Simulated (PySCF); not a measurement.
Numbering as in the mapped SMILES `[CH3:1][S:2][SiH2:3][P:4]([SiH3:5])[SiH3:6]` (H(Xn): hydrogen on atom n).

Geometry: GFN2-xTB; GIAO absolute shieldings from PySCF 2.14, gas phase, non-relativistic, averaged over equivalent atoms.

At PBE/pcseg-1 (159 basis functions, roughly 80 core-seconds):
```json
{"atoms": "C1", "σ (ppm)": "177.8"}
{"atoms": "S2", "σ (ppm)": "700.6"}
{"atoms": "Si3", "σ (ppm)": "349.5"}
{"atoms": "Si5/Si6", "σ (ppm)": "413.0"}
{"atoms": "P4", "σ (ppm)": "665.6"}
{"atoms": "H(Si3)", "σ (ppm)": "26.62"}
{"atoms": "H(Si5)/H(Si6)", "σ (ppm)": "27.58"}
{"atoms": "H(C1)", "σ (ppm)": "29.44"}
```

Problem. Predict the values at PBE0/pcSseg-1 on the same geometry.

Solution. 
```
        atoms  σ at PBE0/pcSseg-1  change
           C1               172.8    -5.0
           S2               726.3   +25.7
          Si3               370.8   +21.3
      Si5/Si6               431.2   +18.2
           P4               686.7   +21.1
       H(Si3)               26.67   +0.05
H(Si5)/H(Si6)               27.61   +0.03
        H(C1)               29.57   +0.13
```

The largest change is at S2 (sulfur bonded to C, Si). Cost: 192 basis functions, about 90 core-seconds.
